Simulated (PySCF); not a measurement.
Input for PySCF: R-HF/STO-3G on C2H4O2 (a complex), monomers drawn apart or pushed together.

```python
from pyscf import gto, scf, dft, mp
from pyscf.data.elements import chemcore

mol = gto.M(
    atom='''
    C     0.68015228    0.49605873    0.41921731
    O     0.85019996    0.37850107   -0.68467860
    C     0.08715815   -0.68335750    3.78807883
    O    -0.41551779    0.52105391    3.23398005
    H    -0.06068914   -1.54070798    3.12069145
    H    -0.46666578   -0.86889116    4.70780431
    H     1.15258659   -0.61279003    4.03678915
    H     0.04027891    0.68624533    2.40118279
    ''',
    basis='sto-3g',
    charge=0, spin=0, verbose=3, max_memory=1800)
mf = scf.RHF(mol)
mf.conv_tol = 1e-8
mf.max_cycle = 100
mf.kernel()
if not mf.converged:
    mf = mf.newton().run(mf.mo_coeff, mf.mo_occ)
```

Program output:

```
converged SCF energy = -224.771917103939
```

The calculation finished and met its thresholds.

Cost: around 0.11 core-seconds (rough).
